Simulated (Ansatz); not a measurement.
Single points on In(PF3)H3 (InPH3F3).

```yaml
crystal:
  periodic: [false, false, false]
  atoms:
    - {symbol: In, position_ang: [0.034266, -0.039506, -1.672147]}
    - {symbol: P, position_ang: [-0.027050, 0.025365, 1.156326]}
    - {symbol: F, position_ang: [-1.430327, 0.114460, 1.894780]}
    - {symbol: F, position_ang: [0.717166, 1.215219, 1.899415]}
    - {symbol: F, position_ang: [0.595973, -1.193866, 1.960819]}
    - {symbol: H, position_ang: [1.764835, -0.092922, -1.703658]}
    - {symbol: H, position_ang: [-0.781391, 1.482876, -1.794123]}
    - {symbol: H, position_ang: [-0.873472, -1.511627, -1.741412]}
basis:
  gaussian: {orbitals: def2-TZVP, initial_orbitals: start.molden}
hamiltonian: {xc: lda}
scf: {omitted_lower_state_checks: [starts]}
output: {orbitals: {seedname: orbitals}}
```

The file start.molden holds the orbitals of an earlier run on this structure, at another level or in another basis.

```sh
$ ansatz run in.yaml --threads 4 --pin off --events-out ev --progress --plain --max-ram 3916MiB
```

Shortened log:

```
Functional definition: SPW92
1258 factors; their error is unknown
mean field evaluation 1: about -22572.6404 eV, gradient 4.9e1 eV
mean field evaluation 2: about -22573.2289 eV, gradient 1.0e0 eV
mean field evaluation 4: about -22573.2277 eV, gradient 1.3e-1 eV
mean field -22573.22770654 eV, -829.5508175322 hartree, gradient 3.0e-5 eV, S^2 0.000000; 0 other end points of the search recorded, 0 dependent functions left out
reference -22573.22776061 eV, -829.5508195192 hartree; 33, 33 occupied and 165, 165 virtual orbitals, 1258 factors
Total energy: -22573.22776061 eV, -829.5508195192 hartree
Checks for a lower state left out: starts
```

Run time 3.5 s (4 threads of Intel Xeon on a shared host).

As the first input, with `hamiltonian: {xc: {name: LC-wPBE, parameters: {omega: 0.2/bohr}}}` (abridged; 8.1 s):

```
Functional definition: LC-wPBE
mean field -22659.34591247 eV, -832.7156032271 hartree, gradient 2.6e-5 eV, S^2 0.000000
Total energy: -22659.34591251 eV, -832.7156032285 hartree
Checks for a lower state left out: starts
```

The first input with `hamiltonian: {xc: {name: BHLYP}, dispersion: d4}` (abridged; 7.5 s):

```
Functional definition: BHLYP
mean field -22662.87019846 eV, -832.8451183484 hartree, gradient 7.4e-6 eV, S^2 0.000000
Total energy: -22663.09990222 eV, -832.8535598058 hartree
Checks for a lower state left out: starts
```

The first input with `gaussian: {orbitals: def2-SVP, initial_orbitals: start.molden}`, `hamiltonian: {xc: pbe, dispersion: d4}` (abridged; 3.3 s):

```
Functional definition: PBE
mean field -22641.69378356 eV, -832.0668994544 hartree, gradient 2.2e-5 eV, S^2 0.000000
Total energy: -22641.86010540 eV, -832.0730116693 hartree
Checks for a lower state left out: starts
```

First input, but with `hamiltonian: {xc: {name: B2PLYP}}`, `output: {forces: true}` (abridged; 29 s):

```
Functional definition: B2PLYP
mean field -22644.05538135 eV, -832.1536865725 hartree, gradient 5.6e-6 eV, S^2 0.000000
12 core orbitals not correlated: weight in the atoms' cores, before any rotation towards them, 1.000 or more for the frozen orbitals, at most 0.000 for the correlated occupied ones
second order -38.87776499 eV of doubles, -0.00000000 eV of singles
Total energy: -22654.55256148 eV, -832.5394508272 hartree
Atom 0 force     0.006838    -0.000842    -0.194122 eV/Å
Atom 1 force    -0.027263     0.043106     1.712010 eV/Å
Atom 2 force     0.901606    -0.057186    -0.489473 eV/Å
Atom 3 force    -0.478199    -0.761675    -0.488308 eV/Å
Atom 4 force    -0.398120     0.778982    -0.527151 eV/Å
Atom 5 force    -0.096006     0.002963    -0.005623 eV/Å
Atom 6 force     0.044532    -0.082423    -0.003475 eV/Å
Atom 7 force     0.046613     0.077074    -0.003857 eV/Å
Dipole moment:    -0.004549     0.001693     0.125468 e Å
Checks for a lower state left out: starts
```

First input, but with `gaussian: {orbitals: def2-TZVPD, initial_orbitals: start.molden}`, `hamiltonian: {xc: pbe, dispersion: d4}` (abridged; 11 s):

```
Functional definition: PBE
mean field -22656.21943813 eV, -832.6007074143 hartree, gradient 5.6e-5 eV, S^2 0.000000
Total energy: -22656.38579257 eV, -832.6068208270 hartree
Checks for a lower state left out: starts
```

As the first input, with `hamiltonian: {xc: {name: LC-wPBE, parameters: {omega: 0.15/bohr}}}` (abridged; 7.5 s):

```
Functional definition: LC-wPBE
mean field -22658.75876667 eV, -832.6940260169 hartree, gradient 1.7e-5 eV, S^2 0.000000
Total energy: -22658.75876674 eV, -832.6940260195 hartree
Checks for a lower state left out: starts
```

Geometry: r2SCAN-D4/def2-SVP.

In the def2 sets In takes a core potential; there is no spin–orbit coupling. Correlated methods freeze 12 core orbitals; core or outer-core shells of In are correlated, in sets that lack core-valence functions.
